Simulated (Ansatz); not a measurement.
Two structures of CH₇ClSn, closed shell, reached by relaxing down either side of one saddle point (PBE0-D4/def2-TZVP). Energies are electronic, without zero-point energy. Program: Ansatz 0.2.0. Basis: def2-TZVPP and def2-QZVPP. Cores are frozen in the correlated methods. Filled d shells of the heavier atoms are correlated. Core potentials replace the inner electrons of the atoms past krypton. The def2 sets are not built for correlating such inner shells, so the correlated values are less sure here. Extrapolation: Hartree–Fock as exp(−7.88 √X), correlation as X^−2.97. First:

Sn1  (-0.674, 0.513, -2.062)
Cl2  (1.634, 0.598, -1.719)
H3  (-0.921, -0.641, -3.286)
H4  (-1.359, 0.053, -0.577)
H5  (-1.131, 2.080, -2.540)
H6  (1.136, -0.242, 1.203)
C7  (0.491, -0.520, 2.036)
H8  (-0.070, -1.419, 1.778)
H9  (-0.204, 0.292, 2.248)
H10  (1.099, -0.715, 2.919)
(Å)

Second:

Sn1  (-0.979, -0.040, -0.746)
Cl2  (2.942, 1.354, -0.108)
H3  (-1.330, -1.369, -1.758)
H4  (-2.379, 0.914, -0.538)
H5  (0.191, 0.929, -1.558)
H6  (1.847, 1.237, -0.777)
C7  (-0.178, -0.675, 1.128)
H8  (-0.908, -1.292, 1.653)
H9  (0.063, 0.194, 1.740)
H10  (0.730, -1.253, 0.965)
(Å)

(1) Which bonds change from the first to the second?

(2) Give the saddle point's structure and its height above each. (Judge from chemistry; the value comes from the calculation.)

No T1 diagnostic of these runs exceeds 0.012. The start structure is not quite a true minimum (one mode of 34i cm⁻¹).

Answers

(1) SnH₃Cl ([Cl][SnH3]) + CH₄ → CH₆Sn ([CH3][SnH3]) + HCl; bonds formed: Sn1–C7, Cl2–H6; bonds broken: Sn1–Cl2, H6–C7.

(2) By the calculation: 239.0 kJ/mol above the first and 130.9 kJ/mol above the second (CCSD(T) at an estimated basis limit (MP2 extrapolated from triple and quadruple zeta, plus CCSD(T) − MP2 in triple zeta)).
| atom | x (Å) | y (Å) | z (Å) |
| --- | --- | --- | --- |
| Sn1 | -0.7154 | 0.2146 | -0.9845 |
| Cl2 | 2.1676 | 0.4502 | -1.0279 |
| H3 | -0.3935 | -0.9853 | -2.1295 |
| H4 | -2.2552 | -0.1007 | -0.2702 |
| H5 | -0.6142 | 1.8613 | -1.3486 |
| H6 | 1.0587 | 0.0390 | 0.1567 |
| C7 | 0.2108 | -0.2915 | 1.1223 |
| H8 | -0.2474 | -1.2792 | 1.1785 |
| H9 | -0.3816 | 0.4535 | 1.6539 |
| H10 | 1.1704 | -0.3617 | 1.6492 |

Labels in which every atom is bracketed show which atoms are joined, not bond orders.

For scale, one of the runs: CCSD(T)/def2-TZVPP, 221 basis functions, launched by `ansatz run in.yaml --threads 4 --pin off --events-out ev --progress --plain --max-ram 9574MiB`. The run took 110 s on 4 CPU threads of an Arm Neoverse V1 (shared host), with 3.7 GiB of host memory at its peak.
